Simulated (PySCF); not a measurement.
Two-component Hartree-Fock for Bi²⁺ (bismuth, charge +2)

Start: [Xe] 4f14 5d10 6s2 6p1; 6p3/2 filled at m_j = +3/2. Calculated with PySCF 2.14 in x2c-TZVPall-2c (11s11p9d3f, 110 functions): generalised Hartree-Fock with the X2C-1e Hamiltonian and a Gaussian nucleus; one run each with spin-orbit coupling (SO) screened by Boettger's factors, then bare. This is a chosen level, not necessarily the ground level.

```tsv
spinor shell	electrons	ε, screened SO (eV)	ε, bare SO (eV)	weight of nominal j (bare SO)	rms radius, bare SO (bohr)
1s1/2	2	-91028.2	-91025.7	1.000	0.0178
2s1/2	2	-16526.0	-16525.1	1.000	0.0718
2p1/2	2	-15854.2	-15906.2	1.000	0.0605
2p3/2	4	-13529.8	-13514.6	1.000	0.0691
3s1/2	2	-4075.9	-4075.7	1.000	0.183
3p1/2	2	-3773.3	-3784.8	1.000	0.174
3p3/2	4	-3245.8	-3242.3	1.000	0.192
3d3/2	4	-2755.6	-2765.0	1.000	0.167
3d5/2	6	-2644.1	-2638.1	1.000	0.173
4s1/2	2	-989.14	-989.06	1.000	0.401
4p1/2	2	-856.40	-859.29	1.000	0.403
4p3/2	4	-724.61	-723.72	1.000	0.438
4d3/2	4	-508.61	-510.75	1.000	0.445
4d5/2	6	-483.33	-481.97	1.000	0.458
4f5/2	6	-200.26	-201.81	1.000	0.478
5s1/2	2	-199.63	-199.63	1.000	0.890
4f7/2	8	-194.83	-193.61	1.000	0.481
5p1/2	2	-151.28	-151.86	1.000	0.952
5p3/2	4	-126.00	-125.83	1.000	1.04
5d3/2	4	-55.641	-55.943	0.999	1.28
5d5/2	6	-52.357	-52.185	0.999	1.33
6s1/2	2	-34.313	-34.317	1.000	2.24
6p3/2	1	-22.480	-22.467	1.000	2.90
```

```csv
quantity,screened SO,bare SO
E (hartree),-21554.07017,-21556.50253
M_J,3/2,3/2
⟨J²⟩,3.756,3.756
⟨L²⟩,2.210,2.226
⟨S²⟩,0.958,0.974
```

Each row is a mean over spinors that exchange with the open shell spreads, by up to 1.982 eV (6s1/2).

Breit and QED terms are absent; they matter most for the inner s and p1/2 levels.

Densities and radii are taken from the X2C orbitals without a picture-change correction, which distorts them close to the nucleus.
